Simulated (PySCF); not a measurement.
## Calculated data, AlBH$_{3}$NO, B$_{2}$H$_{2}$NO

Computed with PySCF 2.14.0. Calculation on a computer-drawn molecule: optimised geometry and harmonic frequencies of an isolated molecule of the commonest isotopes, restricted reference for singlets and unrestricted otherwise, frozen core in MP2.

Common to all runs: multiplicity 1; method HF.

```yaml
- entry: 1
  formula: AlBH3NO
  start_structure:
    atoms_angstrom:
      - ["N", 2.5173, -1.797, 0.4379]
      - [Al, 1.2836, -1.7741, -0.8065]
      - [B, 0.4187, -3.5264, -1.5419]
      - [O, -0.0036, -4.6351, -1.8945]
      - [H, 2.8627, -0.8508, 0.8368]
      - [H, 2.9025, -2.5487, 0.937]
      - [H, 0.7383, -0.4125, -1.3715]
  given:
    charge: 0
    basis: "cc-pV(D+d)Z"
    drawn_bonds_atom: [1, 2, 3, 1, 1, 2]
    drawn_bonds_other_atom: [2, 3, 4, 5, 6, 7]
    drawn_bonds_order: [1, 1, 2, 1, 1, 1]
  results:
    optimised_atom_element: ["N", Al, B, O, H, H, H]
    "optimised_atom_x [angstrom]": [2.469, 1.239, 0.475, 0.0528, 2.911, 2.84, 0.7325]
    "optimised_atom_y [angstrom]": [-1.756, -1.703, -3.58, -4.627, -0.951, -2.587, -0.3397]
    "optimised_atom_z [angstrom]": [0.4407, -0.8109, -1.484, -1.855, 0.8447, 0.8621, -1.401]
    "modes_frequency [cm^-1]": [131.8, 261.8, 360.8, 422.1, 457.9, 504.2, 554.7, 618.8, 782.0, 869.8, 1677, 2033, 2115, 3775, 3857]
    "modes_reduced_mass [dalton]": [4.357, 2.57, 5.372, 1.577, 8.444, 1.256, 1.17, 1.171, 1.302, 5.971, 1.111, 1.046, 12.1, 1.052, 1.094]
    "rotational_constants [GHz]": [19.79, 2.588, 2.289]
    "total_energy [hartree]": -397.7630
    "convergence_status_largest_gradient_component [hartree/bohr]": 4.077e-05
- entry: 2
  formula: B2H2NO
  start_structure:
    atoms_angstrom:
      - [B, -1.0825, 2.379, 0.1721]
      - ["N", -0.6958, 1.6075, 1.2219]
      - [B, 0.3924, 0.7269, 1.4003]
      - [O, 1.2935, 0.0382, 1.5509]
      - [H, -1.3337, 3.0617, -0.7144]
      - [H, -1.3272, 1.5382, 2.0619]
  given:
    charge: 1
    basis: cc-pVDZ
    drawn_bonds_atom: [1, 2, 3, 1, 2]
    drawn_bonds_other_atom: [2, 3, 4, 5, 6]
    drawn_bonds_order: [1, 1, 2, 1, 1]
  results:
    optimised_atom_element: [B, "N", B, O, H, H]
    "optimised_atom_x [angstrom]": [-1.043, -0.7506, 0.3989, 1.342, -1.308, -1.393]
    "optimised_atom_y [angstrom]": [2.355, 1.593, 0.7303, 0.03767, 3.032, 1.603]
    "optimised_atom_z [angstrom]": [0.2119, 1.253, 1.399, 1.491, -0.7062, 2.044]
    "modes_frequency [cm^-1]": [185.8, 389.6, 511.2, 599.1, 786.2, 818.8, 939.7, 1278, 1623, 2275, 2993, 3616]
    "modes_reduced_mass [dalton]": [3.769, 2.22, 3.379, 2.321, 2.239, 1.383, 3.414, 1.204, 5.26, 12.22, 1.144, 1.074]
    "rotational_constants [GHz]": [58.25, 4.757, 4.398]
    "total_energy [hartree]": -179.6399
    "convergence_status_largest_gradient_component [hartree/bohr]": 2.264e-05
```
